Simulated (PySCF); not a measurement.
# Electronic structure of W⁺ (tungsten, charge +1) at the UHF level

Configuration: [Xe] 4f14 5d4 6p1, one real determinant (an excited configuration). All numbers are calculated (PySCF 2.14, scalar relativity through the core potential, in aug-cc-pwCVDZ-PP with ECP60MDF (6s6p5d3f, 70 functions)).

```
Total energy                                                  : -66.268589 hartree
One-electron energy                                           : -108.4081 hartree
Hartree (Coulomb) energy                                      : 48.9433 hartree
Exchange energy                                               : -6.8038 hartree
⟨S²⟩                                                          : 8.7537
⟨L²⟩                                                          : 8.019
Sum of ⟨r⟩                                                    : 21.53 bohr
Sum of ⟨r²⟩                                                   : 48.61 bohr²
Traceless quadrupole moment −½Σ⟨3z² − r²⟩ along its main axis : -5.99 e·bohr²
```

```tsv
shell	electrons	mean orbital energy (eV)	spread (eV)	rms radius, mean of both spins (bohr)
5s α	1	-103.91	0	1.16
5s β	1	-99.489	0	1.16
5p α	3	-64.469	0.832	1.35
5p β	3	-57.822	1.015	1.35
5d α	4	-19.112	0.716	2.06
6p α	1	-9.863	0	4.26
```

⟨L²⟩ = 8.02 against 12 for a pure F term, so this real determinant mixes terms. Energies and moments cover only the electrons outside the core potential. Spin-orbit coupling, absent here, splits the open shell strongly.
